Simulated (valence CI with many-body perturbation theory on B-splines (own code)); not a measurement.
# Level structure of Tc XI

Computed by relativistic CI+MBPT: five valence electrons over a frozen Dirac-Fock core [Ar] 3d10, radial functions for each j: 11 s, 11 p, 10 d, 8 f, 5 g, 2 h, with the one-electron correlation potential Σ1 (screened to all orders), the two-electron term Σ2, the three-electron term Σ3, Breit, model QED; selected single and double excitations, second order for the rest, scaled by the run's own slope (own B-spline code, finite nucleus).

No measured spectrum was set against this ion. As an estimate, levels hold to about 250 cm⁻¹ or 0.2 % of their energy and the worst to 1 %, as in measured heavy ions of charge 2 to 7; those with d or f electrons hold less well. Among the levels kept, up to 2700 cm⁻¹ of a level comes from second order outside the variational space, and about a tenth of that is noise between levels of different J, which matters for small intervals.

Levels 46 to 90 of 178, with energies above the lowest level, 4s²4p³ ⁴S°_3/2. "Leading %" is the weight of the configuration and term that name the level; weights of strongly mixed levels are sums over their largest components and can fall short. In the jj column 3d3/2^4 stands for four electrons in 3d with j = 3/2. Lifetimes count E1, E2, E3, M1 and M2 decay at the calculated energies, and are blank where another channel may lead or the interval is too uncertain; long ones can be off by a factor of two.

| No. | Configuration | Term | J | E (cm⁻¹) | Leading % | Lifetime | Second component | Leading jj |
| --- | --- | --- | --- | --- | --- | --- | --- | --- |
| 46 | 4s4p³4d | ⁶D° | 7/2 | 585610 | 92 | 5.19 ns |  | 4s 4p1/2^2 4p3/2 4d5/2 (23 %) |
| 47 | 4s4p³4d | ⁶D° | 9/2 | 587730 | 94 | 11.1 ns | 5 % 4s4p³4d ⁴F° | 4s 4p1/2 4p3/2^2 4d5/2 (49 %) |
| 48 | 4p⁵ | ²P° | 1/2 | 588370 | 67 | 83.0 ps | 26 % 4s4p³4d ²P° | 4p1/2 4p3/2^4 (67 %) |
| 49 | 4s4p³4d | ⁴D° | 5/2 | 621590 | 66 | 482 ps | 18 % 4s4p³4d ⁴F° | 4s 4p1/2^2 4p3/2 4d5/2 (36 %) |
| 50 | 4s4p³4d | ⁴D° | 3/2 | 622310 | 50 | 441 ps | 36 % 4s4p³4d ⁴F° | 4s 4p1/2^2 4p3/2 4d5/2 (30 %) |
| 51 | 4s4p³4d | ⁴D° | 7/2 | 626850 | 80 | 932 ps | 4 % 4s4p³4d ⁴F° | 4s 4p1/2 4p3/2^2 4d5/2 (65 %) |
| 52 | 4s4p³4d | ⁴D° | 1/2 | 630000 | 93 | 588 ps |  | 4s 4p1/2 4p3/2^2 4d5/2 (45 %) |
| 53 | 4s4p³4d | ⁴F° | 3/2 | 632840 | 52 | 428 ps | 40 % 4s4p³4d ⁴D° | 4s 4p1/2 4p3/2^2 4d3/2 (59 %) |
| 54 | 4s4p³4d | ⁴F° | 5/2 | 635610 | 66 | 399 ps | 22 % 4s4p³4d ⁴D° | 4s 4p1/2 4p3/2^2 4d3/2 (67 %) |
| 55 | 4s4p³4d | ⁴F° | 7/2 | 639740 | 71 | 437 ps | 10 % 4s4p³4d ⁴G° | 4s 4p1/2 4p3/2^2 4d3/2 (55 %) |
| 56 | 4s4p³4d | ⁴F° | 9/2 | 646120 | 73 | 539 ps | 17 % 4s4p³4d ⁴G° | 4s 4p1/2 4p3/2^2 4d5/2 (59 %) |
| 57 | 4s4p³4d | ⁴G° | 5/2 | 649290 | 76 | 287 ps | 8 % 4s4p³4d ⁴F° | 4s 4p1/2^2 4p3/2 4d3/2 (39 %) |
| 58 | 4s4p³4d | ⁴G° | 7/2 | 651700 | 68 | 273 ps | 21 % 4s4p³4d ⁴F° | 4s 4p1/2 4p3/2^2 4d3/2 (28 %) |
| 59 | 4s4p³4d | ⁴G° | 9/2 | 655470 | 62 | 373 ps | 30 % 4s4p³4d ⁴F° | 4s 4p1/2 4p3/2^2 4d5/2 (59 %) |
| 60 | 4s4p³4d | ²S° | 1/2 | 656400 | 71 | 241 ps | 12 % 4s4p³4d ⁴P° | 4s 4p1/2^2 4p3/2 4d3/2 (32 %) |
| 61 | 4s4p³4d | ⁴G° | 11/2 | 660840 | 93 | 412 ps |  | 4s 4p1/2 4p3/2^2 4d5/2 (93 %) |
| 62 | 4s4p³4d | ⁴D° | 1/2 | 670780 | 90 | 73.6 ps |  | 4s 4p1/2^2 4p3/2 4d3/2 (40 %) |
| 63 | 4s4p³4d | ²G° | 7/2 | 673020 | 73 | 317 ps | 5 % 4s²4p4d² ²G° | 4s 4p1/2^2 4p3/2 4d5/2 (35 %) |
| 64 | 4s4p³4d | ²G° | 9/2 | 673450 | 68 | 388 ps | 15 % 4s4p³4d ⁴F° | 4s 4p1/2 4p3/2^2 4d3/2 (57 %) |
| 65 | 4s4p³4d | ⁴D° | 3/2 | 676350 | 70 | 60.8 ps | 7 % 4s4p³4d ⁴P° | 4s 4p1/2^2 4p3/2 4d3/2 (38 %) |
| 66 | 4s4p³4d | ⁴D° | 5/2 | 679740 | 30 | 47.4 ps | 19 % 4s4p³4d ²D° | 4s 4p1/2^2 4p3/2 4d3/2 (34 %) |
| 67 | 4s4p³4d | ⁴P° | 3/2 | 681480 | 62 | 54.2 ps | 10 % 4s4p³4d ⁴S° | 4s 4p1/2^2 4p3/2 4d5/2 (40 %) |
| 68 | 4s4p³4d | ⁴P° | 1/2 | 683880 | 72 | 111 ps | 14 % 4s4p³4d ²S° | 4s 4p1/2 4p3/2^2 4d5/2 (43 %) |
| 69 | 4s4p³4d | ⁴F° | 3/2 | 688820 | 74 | 114 ps | 7 % 4s4p³4d ²D° | 4s 4p1/2 4p3/2^2 4d3/2 (72 %) |
| 70 | 4s4p³4d | ⁴F° | 5/2 | 689350 | 51 | 35.4 ps | 21 % 4s4p³4d ⁴P° | 4s 4p1/2 4p3/2^2 4d3/2 (29 %) |
| 71 | 4s4p³4d | ⁴F° | 7/2 | 689530 | 59 | 73.8 ps | 11 % 4s4p³4d ⁴G° | 4s 4p1/2 4p3/2^2 4d5/2 (32 %) |
| 72 | 4s4p³4d | ²D° | 5/2 | 691970 | 29 | 43.2 ps | 15 % 4s4p³4d ⁴D° | 4s 4p1/2 4p3/2^2 4d5/2 (48 %) |
| 73 | 4s4p³4d | ⁴P° | 5/2 | 694510 | 46 | 21.3 ps | 39 % 4s4p³4d ⁴D° | 4s 4p1/2 4p3/2^2 4d5/2 (56 %) |
| 74 | 4s4p³4d | ⁴F° | 9/2 | 695470 | 52 | 252 ps | 24 % 4s4p³4d ²G° | 4s 4p3/2^3 4d5/2 (42 %) |
| 75 | 4s4p³4d | ⁴D° | 7/2 | 697320 | 71 | 40.2 ps | 9 % 4s4p³4d ²F° | 4s 4p1/2 4p3/2^2 4d5/2 (55 %) |
| 76 | 4s4p³4d | ²D° | 3/2 | 697650 | 61 | 45.6 ps | 6 % 4s4p³4d ⁴F° | 4s 4p1/2 4p3/2^2 4d5/2 (27 %) |
| 77 | 4s4p³4d | ⁴P° | 3/2 | 703720 | 60 | 9.33 ps | 21 % 4s4p³4d ⁴S° | 4s 4p1/2 4p3/2^2 4d3/2 (75 %) |
| 78 | 4s4p³4d | ⁴P° | 5/2 | 705550 | 68 | 16.3 ps | 12 % 4s4p³4d ²F° | 4s 4p1/2 4p3/2^2 4d5/2 (48 %) |
| 79 | 4s4p³4d | ²F° | 7/2 | 707400 | 53 | 51.3 ps | 19 % 4s4p³4d ⁴D° | 4s 4p1/2 4p3/2^2 4d5/2 (48 %) |
| 80 | 4s4p³4d | ²P° | 1/2 | 710680 | 46 | 9.68 ps | 30 % 4s4p³4d ⁴P° | 4s 4p1/2 4p3/2^2 4d5/2 (30 %) |
| 81 | 4s4p³4d | ⁴S° | 3/2 | 710810 | 46 | 9.55 ps | 27 % 4s4p³4d ⁴P° | 4s 4p1/2 4p3/2^2 4d5/2 (58 %) |
| 82 | 4s4p³4d | ²F° | 5/2 | 711010 | 42 | 48.1 ps | 24 % 4s4p³4d ²D° | 4s 4p1/2 4p3/2^2 4d3/2 (35 %) |
| 83 | 4s4p³4d | ⁴D° | 7/2 | 715860 | 46 | 8.62 ps | 18 % 4s4p³4d ²G° | 4s 4p1/2 4p3/2^2 4d3/2 (48 %) |
| 84 | 4s4p³4d | ²D° | 3/2 | 716060 | 68 | 23.6 ps | 6 % 4s4p³4d ⁴D° | 4s 4p1/2 4p3/2^2 4d5/2 (27 %) |
| 85 | 4s4p³4d | ⁴D° | 5/2 | 717450 | 41 | 14.2 ps | 19 % 4s4p³4d ²D° | 4s 4p1/2 4p3/2^2 4d3/2 (30 %) |
| 86 | 4s4p³4d | ⁴P° | 1/2 | 718120 | 56 | 8.75 ps | 20 % 4s4p³4d ⁴D° | 4s 4p1/2 4p3/2^2 4d3/2 (35 %) |
| 87 | 4s4p³4d | ²G° | 7/2 | 718670 | 33 | 34.6 ps | 24 % 4s4p³4d ²F° | 4s 4p1/2 4p3/2^2 4d3/2 (42 %) |
| 88 | 4s4p³4d | ⁴D° | 3/2 | 722270 | 63 | 10.6 ps | 19 % 4s4p³4d ²D° | 4s 4p1/2 4p3/2^2 4d3/2 (34 %) |
| 89 | 4s4p³4d | ⁴D° | 5/2 | 725030 | 33 | 12.5 ps | 9 % 4s4p³4d ⁴P° | 4s 4p1/2 4p3/2^2 4d5/2 (34 %) |
| 90 | 4s4p³4d | ²P° | 3/2 | 726060 | 54 | 9.85 ps | 11 % 4s4p³4d ⁴P° | 4s 4p1/2 4p3/2^2 4d5/2 (35 %) |

Names give the largest LS component (configuration and term), which can be under half, so a name can repeat, a term be missing and a line seem to break the LS rules; names also repeat where a configuration has a term twice.

Where two levels of one J and parity lie close, their mixing, g and order are uncertain.
